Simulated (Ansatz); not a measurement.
Steps of a relaxation of CH4Cl2SSn, SMILES `[CH3][Sn]([SH])([Cl])[Cl]` with RKS PBE0-D4/def2-TZVP.

```sh
$ ansatz run in.yaml --threads 4 --pin off --events-out ev --progress --plain --max-ram 10444MiB
```

```yaml
crystal:
  periodic: [false, false, false]
  atoms:
    - {symbol: C, position_ang: [-1.415142, -0.202634, 0.288651]}
    - {symbol: Sn, position_ang: [0.541561, 0.197299, -0.521230]}
    - {symbol: S, position_ang: [2.408016, -0.990343, 0.485175]}
    - {symbol: Cl, position_ang: [0.604949, -0.422420, -2.803268]}
    - {symbol: Cl, position_ang: [0.921138, 2.536537, -0.404253]}
    - {symbol: H, position_ang: [-1.638185, -1.274094, 0.130846]}
    - {symbol: H, position_ang: [-2.147278, 0.432652, -0.241960]}
    - {symbol: H, position_ang: [-1.405082, 0.037045, 1.368359]}
    - {symbol: H, position_ang: [2.218422, -0.360341, 1.680579]}
basis:
  gaussian: {orbitals: def2-TZVP}
hamiltonian: {xc: pbe0, dispersion: d4}
relax: {f_tol: 0.005, max_steps: 150}
```

Positions (Å) and forces (eV/Å) along the path, 16 of 54 steps:

```xyz
9
step=1 energy=-42806.6813 eV
C    -1.415   -0.203    0.289   -0.035   -0.025    0.029
Sn    0.542    0.197   -0.521    0.099    0.060   -0.179
S     2.408   -0.990    0.485   -0.511    0.528    0.160
Cl    0.605   -0.422   -2.803   -0.008    0.190    0.655
Cl    0.921    2.537   -0.404   -0.085   -0.658   -0.031
H    -1.638   -1.274    0.131    0.107    0.540    0.079
H    -2.147    0.433   -0.242    0.369   -0.308    0.253
H    -1.405    0.037    1.368   -0.005   -0.116   -0.547
H     2.218   -0.360    1.681    0.068   -0.211   -0.419
9
step=3 energy=-42806.7579 eV
C    -1.400   -0.201    0.279   -0.024   -0.010    0.005
Sn    0.530    0.182   -0.510   -0.038    0.020    0.037
S     2.373   -0.962    0.470    0.045   -0.015    0.072
Cl    0.597   -0.408   -2.749    0.007   -0.005    0.000
Cl    0.918    2.470   -0.386    0.002    0.017    0.001
H    -1.637   -1.254    0.129    0.006    0.021    0.002
H    -2.116    0.428   -0.248    0.015   -0.013    0.006
H    -1.405    0.037    1.343    0.010   -0.001   -0.026
H     2.229   -0.337    1.656   -0.023   -0.013   -0.098
9
step=4 energy=-42806.7400 eV rejected
C    -1.401   -0.205    0.283    0.080    0.086    0.005
Sn    0.530    0.193   -0.484    0.191   -0.227   -0.229
S     2.365   -1.019    0.469   -0.263    0.221   -0.119
Cl    0.621   -0.405   -2.724   -0.036    0.033   -0.017
Cl    0.919    2.482   -0.370    0.021   -0.045    0.042
H    -1.626   -1.258    0.141   -0.006   -0.088    0.000
H    -2.113    0.415   -0.255   -0.052    0.037   -0.013
H    -1.398    0.048    1.340   -0.081   -0.002    0.094
H     2.191   -0.296    1.584    0.147   -0.015    0.238
9
step=7 energy=-42806.7570 eV rejected
C    -1.430   -0.209    0.264    0.016    0.027    0.009
Sn    0.520    0.157   -0.486   -0.015   -0.046    0.004
S     2.334   -1.036    0.497   -0.003    0.259    0.318
Cl    0.588   -0.391   -2.737   -0.001    0.008   -0.001
Cl    0.967    2.428   -0.281    0.002    0.018   -0.001
H    -1.661   -1.267    0.143    0.003    0.004   -0.002
H    -2.134    0.401   -0.301    0.007   -0.010    0.002
H    -1.456    0.066    1.317   -0.007   -0.009   -0.012
H     2.360   -0.195    1.567   -0.003   -0.250   -0.317
9
step=9 energy=-42806.7597 eV rejected
C    -1.424   -0.206    0.266   -0.020   -0.008    0.008
Sn    0.522    0.161   -0.489   -0.008   -0.012    0.001
S     2.337   -1.029    0.495   -0.001    0.095    0.120
Cl    0.588   -0.388   -2.740    0.001    0.002    0.002
Cl    0.961    2.435   -0.296    0.005    0.006    0.001
H    -1.650   -1.266    0.148    0.004    0.008    0.001
H    -2.134    0.396   -0.299    0.018   -0.003    0.007
H    -1.452    0.069    1.320    0.000    0.000   -0.016
H     2.340   -0.220    1.577    0.001   -0.089   -0.124
9
step=15 energy=-42806.7607 eV
C    -1.443   -0.211    0.258    0.005    0.008    0.001
Sn    0.514    0.144   -0.473   -0.006    0.008    0.004
S     2.313   -1.055    0.529    0.019    0.035    0.056
Cl    0.590   -0.386   -2.728   -0.002    0.001   -0.002
Cl    0.980    2.411   -0.251    0.000   -0.005    0.000
H    -1.678   -1.267    0.135    0.001   -0.005   -0.003
H    -2.138    0.401   -0.314   -0.004    0.000   -0.004
H    -1.478    0.063    1.311   -0.003    0.000    0.004
H     2.428   -0.146    1.517   -0.011   -0.041   -0.056
9
step=17 energy=-42806.7610 eV
C    -1.452   -0.213    0.253    0.001    0.003    0.004
Sn    0.512    0.137   -0.461    0.002   -0.010    0.004
S     2.301   -1.071    0.550    0.000    0.061    0.052
Cl    0.586   -0.385   -2.719    0.000    0.005   -0.004
Cl    0.994    2.399   -0.224    0.002   -0.001   -0.002
H    -1.688   -1.268    0.126   -0.003   -0.002   -0.001
H    -2.141    0.402   -0.325   -0.001   -0.001   -0.003
H    -1.498    0.060    1.307    0.002   -0.001   -0.001
H     2.473   -0.106    1.476   -0.003   -0.054   -0.049
9
step=18 energy=-42806.7608 eV rejected
C    -1.462   -0.215    0.250   -0.001   -0.006    0.003
Sn    0.508    0.126   -0.451    0.013    0.020    0.002
S     2.290   -1.082    0.575    0.020    0.119    0.109
Cl    0.584   -0.372   -2.715    0.002   -0.011    0.004
Cl    1.008    2.384   -0.212   -0.002    0.005    0.008
H    -1.700   -1.270    0.120   -0.007    0.002    0.002
H    -2.144    0.400   -0.334    0.005   -0.004   -0.001
H    -1.516    0.057    1.303    0.006   -0.002   -0.006
H     2.520   -0.074    1.446   -0.035   -0.124   -0.122
9
step=20 energy=-42806.7608 eV rejected
C    -1.469   -0.217    0.246   -0.007   -0.002   -0.014
Sn    0.503    0.122   -0.447    0.012    0.014    0.020
S     2.270   -1.090    0.597    0.058    0.154    0.143
Cl    0.590   -0.373   -2.713   -0.001    0.002    0.010
Cl    1.019    2.374   -0.184   -0.008    0.005   -0.007
H    -1.709   -1.272    0.119    0.000    0.004    0.002
H    -2.150    0.397   -0.342    0.004   -0.004    0.006
H    -1.524    0.058    1.299    0.002   -0.001   -0.005
H     2.558   -0.045    1.408   -0.059   -0.173   -0.154
9
step=21 energy=-42806.7617 eV
C    -1.462   -0.216    0.249    0.002    0.000    0.000
Sn    0.508    0.128   -0.450   -0.003    0.001   -0.001
S     2.282   -1.085    0.582   -0.002    0.000    0.003
Cl    0.589   -0.376   -2.712    0.001    0.000    0.001
Cl    1.007    2.386   -0.203    0.001   -0.002    0.001
H    -1.700   -1.271    0.121   -0.001   -0.001    0.000
H    -2.145    0.400   -0.335   -0.001    0.000   -0.001
H    -1.515    0.058    1.302   -0.001    0.000    0.000
H     2.525   -0.070    1.430    0.004    0.001   -0.003
9
step=27 energy=-42806.7629 eV rejected
C    -1.495   -0.222    0.236    0.002   -0.004    0.008
Sn    0.496    0.109   -0.406   -0.006   -0.002   -0.004
S     2.221   -1.119    0.689    0.088    0.265    0.130
Cl    0.610   -0.359   -2.678    0.003    0.003   -0.005
Cl    1.032    2.355   -0.135    0.005   -0.001    0.001
H    -1.736   -1.275    0.100   -0.006    0.000    0.000
H    -2.158    0.397   -0.367    0.007   -0.003   -0.001
H    -1.574    0.050    1.287   -0.002   -0.003   -0.003
H     2.694    0.018    1.257   -0.090   -0.255   -0.127
9
step=28 energy=-42806.7641 eV
C    -1.490   -0.222    0.238   -0.002    0.000   -0.001
Sn    0.496    0.113   -0.416    0.007    0.007    0.003
S     2.226   -1.112    0.675    0.013    0.033    0.028
Cl    0.608   -0.357   -2.686    0.000   -0.001    0.003
Cl    1.032    2.359   -0.150   -0.001    0.001    0.003
H    -1.730   -1.276    0.105   -0.003   -0.001    0.000
H    -2.158    0.395   -0.361    0.001   -0.002   -0.001
H    -1.563    0.051    1.290    0.000   -0.001   -0.001
H     2.669    0.003    1.287   -0.014   -0.036   -0.033
9
step=38 energy=-42806.7735 eV
C    -1.537   -0.232    0.226    0.013   -0.009    0.002
Sn    0.474    0.122   -0.333   -0.002    0.010    0.001
S     2.111   -1.093    0.901    0.103    0.154    0.007
Cl    0.698   -0.319   -2.604    0.007   -0.004    0.004
Cl    1.017    2.367   -0.086   -0.001    0.005    0.003
H    -1.761   -1.289    0.083   -0.006   -0.003    0.001
H    -2.181    0.376   -0.407    0.002    0.002   -0.004
H    -1.663    0.042    1.272   -0.006    0.000    0.003
H     2.931   -0.020    0.931   -0.110   -0.156   -0.017
9
step=43 energy=-42806.7797 eV
C    -1.554   -0.236    0.225   -0.011    0.003    0.007
Sn    0.461    0.165   -0.281    0.024    0.001   -0.017
S     2.049   -1.021    1.036    0.148    0.112   -0.037
Cl    0.802   -0.302   -2.533   -0.002    0.006    0.016
Cl    0.946    2.427   -0.074   -0.010    0.000   -0.003
H    -1.753   -1.298    0.082    0.007    0.003   -0.001
H    -2.194    0.355   -0.428    0.001    0.000   -0.002
H    -1.718    0.042    1.265   -0.002   -0.002   -0.001
H     3.048   -0.178    0.691   -0.156   -0.124    0.038
9
step=45 energy=-42806.7817 eV
C    -1.554   -0.236    0.226   -0.004   -0.001   -0.001
Sn    0.461    0.179   -0.267    0.005    0.001    0.002
S     2.041   -1.000    1.067    0.000    0.004   -0.001
Cl    0.833   -0.289   -2.513    0.003    0.000    0.002
Cl    0.914    2.448   -0.069   -0.003    0.000    0.000
H    -1.741   -1.301    0.094    0.002    0.000    0.001
H    -2.194    0.341   -0.441   -0.001    0.001   -0.001
H    -1.731    0.054    1.261   -0.002    0.000    0.002
H     3.059   -0.242    0.625    0.001   -0.005   -0.003
9
step=54 energy=-42806.7827 eV
C    -1.556   -0.235    0.227    0.000   -0.001    0.000
Sn    0.459    0.208   -0.240    0.000    0.000    0.000
S     2.032   -0.942    1.126    0.003    0.002   -0.002
Cl    0.901   -0.282   -2.467    0.000    0.000    0.000
Cl    0.849    2.492   -0.069    0.000    0.000    0.000
H    -1.725   -1.303    0.095    0.000    0.000    0.000
H    -2.195    0.331   -0.449    0.000    0.000    0.000
H    -1.753    0.055    1.259    0.000    0.000    0.000
H     3.077   -0.372    0.501   -0.003   -0.002    0.001
```

Run time 100 s (4 threads of an AMD EPYC 9R45 on a shared host); peak host memory 0.78 GiB.
